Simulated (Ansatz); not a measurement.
Compare A (`C=C(C)CC(C)(C)C`) with its isomer B (`C[C@H]1CC[C@H](C)CC1`).

Isolated molecules relaxed with PBE0-D4/def2-TZVP in Ansatz; ΔE leaves out vibrations. CCSD(T)/CBS adds triple-zeta CCSD(T) − MP2 to the extrapolated MP2 energy (def2 sets, frozen cores). Functionals use def2-TZVPP. B3LYP here is the variant with VWN-RPA as its local correlation; programs differ in this. Each species was taken in one conformer, which may not be the lowest.

A:

Z-matrix (Å, degrees):
```
C
C 1 1.497
H 1 1.091 2 111.6
H 1 1.096 2 110.1 3 120.2
H 1 1.093 2 111.8 3 -121.8
C 2 1.505 1 116.9 3 177.7
C 2 1.330 1 121.3 3 -4.4
C 6 1.546 2 116.9 1 -94.3
H 6 1.096 2 108.8 1 28.0
H 6 1.095 2 109.1 1 143.8
H 7 1.085 2 121.5 1 -177.1
H 7 1.085 2 121.5 1 2.3
C 8 1.526 6 107.4 2 174.5
C 8 1.525 6 110.4 2 -66.7
C 8 1.525 6 111.6 2 54.9
H 13 1.093 8 110.8 6 178.2
H 13 1.094 8 111.1 6 -61.8
H 13 1.094 8 111.1 6 58.3
H 14 1.094 8 110.4 6 -178.3
H 14 1.092 8 111.3 6 61.7
H 14 1.094 8 111.1 6 -58.7
H 15 1.094 8 110.2 6 175.8
H 15 1.094 8 111.5 6 56.3
H 15 1.092 8 111.4 6 -64.9
```

B:

```xyz
24

C    -2.757    0.525    0.812
C    -1.404    0.479    0.124
C    -0.294    0.989    1.036
C     1.071    0.924    0.368
C     1.404   -0.479   -0.124
C     2.757   -0.525   -0.812
C     0.294   -0.989   -1.035
C    -1.071   -0.924   -0.368
H    -3.555    0.183    0.146
H    -3.004    1.538    1.140
H    -2.763   -0.122    1.695
H    -1.441    1.140   -0.755
H    -0.282    0.379    1.949
H    -0.513    2.014    1.352
H     1.091    1.610   -0.490
H     1.848    1.271    1.058
H     1.441   -1.139    0.755
H     3.555   -0.183   -0.146
H     2.763    0.121   -1.696
H     3.004   -1.538   -1.140
H     0.282   -0.379   -1.949
H     0.514   -2.014   -1.353
H    -1.091   -1.610    0.489
H    -1.848   -1.271   -1.058
```

**Question.** Which isomer does CCSD(T)/CBS put lower? Give the gap. (Best estimate.)

**Answer.** Computed: B, by 19.7 kcal/mol.

**Question.** Give E(B) − E(A) in kcal/mol with ωB97M-V, CCSD(T)/def2-SVP, LDA (SPW92), PBE0-D4, B3LYP, B2PLYP, B3LYP-D4. (An estimate is asked.)

**Answer.** Ansatz gave: ωB97M-V -20.4, CCSD(T)/def2-SVP -21.7, LDA (SPW92) -25.5, PBE0-D4 -23.2, B3LYP -17.7, B2PLYP -18.7, B3LYP-D4 -17.4. None reverses the order clearly.

Largest T1 diagnostic: 0.009.

At CCSD(T), def2-SVP lies −2.0 kcal/mol from the extrapolated value and def2-TZVPP +0.1 kcal/mol. Leaving LDA and LC-ωPBE aside and taking each functional with its dispersion term where it has one, the values, not all of them listed here, spread over 10.3 kcal/mol, from PBE-QIDH to BLYP-D4. LDA lies −5.2 kcal/mol from PBE without D4.
